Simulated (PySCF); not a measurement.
# C⁺ (carbon, charge +1): UHF calculation

Configuration: [He] 2s2 2p1, 2P determinant. Computed with PySCF 2.14 in x2c-SVPall, with the spin-free X2C one-electron Hamiltonian (Gaussian nucleus).

| Quantity | Value |
| --- | --- |
| Total energy | -37.259161 hartree |
| One-electron energy | -47.5070 hartree |
| Hartree (Coulomb) energy | 14.9822 hartree |
| Exchange energy | -4.7343 hartree |
| ⟨S²⟩ | 0.7545 |
| ⟨L²⟩ | 2.010 |
| Sum of ⟨r⟩ | 5.000 bohr |
| Sum of ⟨r²⟩ | 8.241 bohr² |
| Traceless quadrupole moment −½Σ⟨3z² − r²⟩ along its main axis | -1.10 e·bohr² |
| Langevin diamagnetic susceptibility | -6.53 ×10⁻⁶ cm³/mol |
| Time after the integrals | 0.03 s of wall time on 1 thread of Neoverse-V2 (shared host) |

| shell | electrons | mean orbital energy (hartree) | rms radius, mean of both spins (bohr) |
| --- | --- | --- | --- |
| 1s α | 1 | -11.91997 | 0.311 |
| 1s β | 1 | -11.88853 | 0.311 |
| 2s α | 1 | -1.21052 | 1.63 |
| 2s β | 1 | -1.07533 | 1.63 |
| 2p α | 1 | -0.91695 | 1.65 |
